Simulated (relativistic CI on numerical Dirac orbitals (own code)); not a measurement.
# Crystal-field levels of Os2+, 5d6

Calculated by Dirac-Coulomb-Breit CI, KLI orbitals optimised for each configuration, model QED, valence Slater integrals scaled by 0.85, one configuration in a parametric crystal field (own radial code).

Field parameters in Wybourne normalisation: D4h B²₀ = −7Ds, B⁴₀ = 21(Dq − Dt), B⁴₄ = 21√(5/14) Dq. The field is a parameter set, without covalency.

S is read from ⟨S²⟩ = S(S + 1).

Levels (cm⁻¹, degeneracy): 0 (1), 23691 (1), 24222 (2), 26736 (1), 26798 (2), 27040 (1), 29399 (1), 29867 (2), 30599 (1), 31297 (1), 32046 (1), 35689 (2).

**Question.** Which field gives this pattern?
A. D4h, 10Dq = 34250, Ds = 2180, Dt = -350 cm⁻¹
B. D4h, 10Dq = 34250, Ds = 1360, Dt = -350 cm⁻¹
C. D4h, 10Dq = 34250, Ds = 3000, Dt = -350 cm⁻¹
D. D4h, 10Dq = 34250, Ds = -1090, Dt = -350 cm⁻¹

**Answer.** A. D4h, 10Dq = 34250, Ds = 2180, Dt = -350 cm⁻¹, ground level with S = 0.10.
